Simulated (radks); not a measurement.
Task: Species: La XLII. Configuration: [Ne] 3s2 3p4. All-electron calculation, Dirac Kohn-Sham, PBE, spin-unpolarised, spherical densities, finite nucleus; open shells fill j = l - 1/2 first; Fermi nuclear charge, rms radius 4.855 fm. Program: a radial shooting solver on a logarithmic mesh with Libxc functionals. Some entries of the table are withheld. Estimate them.

orbital  occ.  eigenvalue (eV)  <1/r> (bohr^-1)
1s1/2       2        -41208.03            62.02
2s1/2       2              (1)            14.77
2p1/2       2              (2)              (3)
2p3/2       4              (4)              (5)
3s1/2       2        -3313.048              (6)
3p1/2       2        -3194.562            5.833
3p3/2       2        -3089.483            5.489
3d3/2       0        -2918.145            5.363
3d5/2       0        -2893.098            5.275
4s1/2       0        -1733.014              (7)

Result: 
(1) 2s1/2 eigenvalue (eV): -8558.625
(2) 2p1/2 eigenvalue (eV): -8237.022
(3) 2p1/2 <1/r> (bohr^-1): 14.72
(4) 2p3/2 eigenvalue (eV): -7814.224
(5) 2p3/2 <1/r> (bohr^-1): 13.39
(6) 3s1/2 <1/r> (bohr^-1): 5.899
(7) 4s1/2 <1/r> (bohr^-1): 3.098
